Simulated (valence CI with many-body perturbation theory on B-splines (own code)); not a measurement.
In: key properties

Calculated by configuration interaction combined with many-body perturbation theory (CI+MBPT): three valence electrons over a frozen Dirac-Fock core [Kr] 4d10, a basis of 11 s, 11 p, 9 d, 7 f, 5 g, 2 h, 1 i functions for each j, with the one-electron correlation potential Σ1 (screened to all orders), the two-electron term Σ2, the three-electron term Σ3, Breit, model QED; selected single and double excitations, second order for the rest (own B-spline code, finite nucleus).

Set against measurement, 12 paired levels are off by 138 cm⁻¹ on average, the worst by 460. These come from a selection out of the NIST Handbook of Basic Atomic Spectroscopic Data. Levels without a partner in it may be off by more.

Rates and lifetimes use the calculated energies. Strong lines usually hold to 10 to 20 %, long lifetimes can be off by a factor of two.

(1) What is the ground level?

(2) How is the term 2P° of the ground level split?

(3) Where does the other parity begin?

(4) What is the ionisation energy?

(5) Name the longest-lived excited levels whose lifetime is computed, and their main decay.

## Answers

(1) 5s2.5p 2P°_1/2, composition 95 % 5s2.5p 2P°, g = 0.666.

(2) J = 1/2 at 0.0, J = 3/2 at 2213 cm⁻¹.

(3) At 5s2.6s 2S_1/2, 24533 cm⁻¹.

(4) 5.7896 eV; NIST lists 5.78636 eV (measured).

(5) 5s2.5p 2P°_3/2 at 2213 cm⁻¹ lives 10.2 s, mostly by M1 to 5s2.5p 2P°_1/2.
